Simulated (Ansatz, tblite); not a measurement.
Breaking a bond: SMILES C[N+]#[C-]->[Au][CH3] (C3H6AuN). The C2–H11 bond (C2 also carries Au, H, H; H11 carries nothing else) is pulled apart rigidly from the PBE0/def2-SVP, def2 effective core potentials past Kr optimised geometry. Each curve is given relative to its own lowest point near equilibrium.

| R / Å | A | B | C |
|---|---|---|---|
| 0.90 | 23.9 | 24.5 | 19.6 |
| 0.97 | 8.8 | 9.4 | 6.4 |
| 1.04 | 1.7 | 2.0 | 0.8 |
| 1.07 | 0.4 | 0.6 | 0.0 |
| 1.10 | 0.0 | 0.0 | 0.0 |
| 1.14 | 0.5 | 0.2 | 0.9 |
| 1.17 | 1.5 | 1.0 | 2.1 |
| 1.25 | 6.3 | 5.2 | 6.9 |
| 1.32 | 12.1 | 10.4 | 12.5 |
| 1.46 | 26.2 | 23.0 | 25.0 |
| 1.60 | 41.2 | 36.4 | 38.4 |
| 1.82 | 63.7 | 56.3 | 58.4 |
| 2.03 | 82.3 | 72.6 | 75.0 |
| 2.34 | 104.5 | 90.6 | 94.3 |
| 2.71 | 123.8 | 101.1 | 109.8 |
| 3.17 | 139.7 | 106.0 | 120.3 |

Energies in kcal/mol.

### Question
Match the curves with the methods GFN2-xTB, 300 K electronic temperature (tblite 0.5.0); restricted PBE0/def2-SVP, def2 effective core potentials past Kr in Ansatz (a first-principles code); unrestricted BLYP/def2-SVP, def2 effective core potentials past Kr (Ansatz).

### Answer
A is RKS-PBE0; B is UKS-BLYP; C is GFN2-xTB.

The unrestricted determinant behind UKS-BLYP is spin-contaminated at 2.34 to 3.17 Å (<S²> up to 0.9, against 0.00 for a pure singlet). The restricted form behind RKS-PBE0 keeps the bonding electrons paired and can't separate into open-shell fragments.
